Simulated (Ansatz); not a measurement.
CH₄F₂MoO₃, SMILES `C[O][Mo](=[O])([OH])([F])[F]`, one more setting.

```yaml
crystal:
  periodic: [false, false, false]
  atoms:
    - {symbol: C, position_ang: [0.481075, -1.705783, -0.086476]}
    - {symbol: O, position_ang: [-0.374563, -0.800393, 0.416217]}
    - {symbol: Mo, position_ang: [-0.511499, 0.948665, 0.462145]}
    - {symbol: O, position_ang: [-2.069303, 1.165286, 0.678793]}
    - {symbol: O, position_ang: [-0.099908, 0.828218, -1.308510]}
    - {symbol: F, position_ang: [0.054946, 2.634830, 0.213895]}
    - {symbol: F, position_ang: [0.361447, 1.053673, 2.009229]}
    - {symbol: H, position_ang: [1.348355, -1.749377, 0.504043]}
    - {symbol: H, position_ang: [0.736733, -1.418634, -1.065166]}
    - {symbol: H, position_ang: [0.014046, -2.643119, -0.097047]}
    - {symbol: H, position_ang: [0.121360, 1.631913, -1.707443]}
basis:
  gaussian: {orbitals: ANO-RCC-VTZP}
hamiltonian: {xc: {name: PBE0-DH}}
output: {forces: true}
```

```sh
$ ansatz run in.yaml --threads 4 --pin off --events-out ev --progress --plain --max-ram 11315MiB
```

Shortened log:

```
Functional definition: PBE0-DH
1925 factors; integrals over basis functions are off by at most 1.1e-3 eV
mean field evaluation 1: about -122810.4149 eV, gradient 1.0e2 eV
mean field evaluation 2: about -122810.7203 eV, gradient 1.0e2 eV
mean field evaluation 4: about -122823.7960 eV, gradient 3.4e1 eV
mean field evaluation 8: about -122825.5677 eV, gradient 1.3e0 eV
mean field evaluation 16: about -122825.6013 eV, gradient 1.8e-3 eV
mean field -122825.60132880 eV, -4513.7575946506 hartree, gradient 5.0e-6 eV, S^2 0.000000; 0 other end points of the search recorded, 0 dependent functions left out
20 core orbitals not correlated: weight in the atoms' cores, before any rotation towards them, 1.000 or more for the frozen orbitals, at most 0.000 for the correlated occupied ones
reference -122825.60136890 eV, -4513.7575961243 hartree; 27, 27 occupied and 257, 257 virtual orbitals, 1925 factors
second order -67.99442578 eV of doubles, -0.00000000 eV of singles
Total energy: -122834.10067212 eV, -4514.0699397567 hartree
Relativity: scalar
Atom 0 at     0.481075    -1.705783    -0.086476 Å, force     0.294417    -0.598002    -0.143477 eV/Å
Atom 1 at    -0.374563    -0.800393     0.416217 Å, force    -1.093207    -1.333052     0.721756 eV/Å
Atom 2 at    -0.511499     0.948665     0.462145 Å, force     1.481793    -0.022204     0.179414 eV/Å
Atom 3 at    -2.069303     1.165286     0.678793 Å, force    -4.733346     0.676461     0.654542 eV/Å
Atom 4 at    -0.099908     0.828218    -1.308510 Å, force     0.142213    -1.704794    -1.743839 eV/Å
Atom 5 at     0.054946     2.634830     0.213895 Å, force     0.845532     2.543197    -0.346427 eV/Å
Atom 6 at     0.361447     1.053673     2.009229 Å, force     1.363344     0.155930     2.414423 eV/Å
Atom 7 at     1.348355    -1.749377     0.504043 Å, force     1.319859    -0.156722     0.799781 eV/Å
Atom 8 at     0.736733    -1.418634    -1.065166 Å, force     0.437186     0.312540    -1.443046 eV/Å
Atom 9 at     0.014046    -2.643119    -0.097047 Å, force    -0.552354    -1.480799    -0.086526 eV/Å
Atom 10 at     0.121360     1.631913    -1.707443 Å, force     0.494563     1.607444    -1.006601 eV/Å
Dipole moment:     0.323346    -0.503772    -0.334365 e Å
```

Run time 76 s (4 threads of an Arm Neoverse V2 on a shared host); peak host memory 1.9 GiB.
